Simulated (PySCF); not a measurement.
## Finite-field polarisability of Hg (mercury, neutral)

[Xe] 4f14 5d10 6s2, closed-shell 1S. Computed with PySCF 2.14 in def2-TZVPPD with the def2 core potential (60 electrons) (6s6p3d2f1g, 62 functions), with scalar relativity through the core potential. Frozen: 5s2 5p6. Energy changes in a uniform field (μhartree):

| axis | F (au) | HF | MP2 | CCSD | CCSD(T) |
| --- | --- | --- | --- | --- | --- |
| x | 0.0021 | -96.992 | -65.513 | -77.185 | -75.371 |
| x | 0.0042 | -387.955 | -262.121 | -308.754 | -301.503 |

(1) Derive α along x at CCSD(T) from the two fields.

(2) And the mean polarisability at each level?

Answers

(1) With ΔE = −αF²/2 − γF⁴/24, α = −(16 ΔE(F) − ΔE(2F))/(6F²) = 34.18 bohr³.

(2) HF 43.99, MP2 29.71, CCSD 35.00, CCSD(T) 34.18 bohr³. Reference: 33.91 ± 0.34 bohr³ (recommended; Schwerdtfeger and Nagle, table of static dipole polarizabilities (2023 update)).
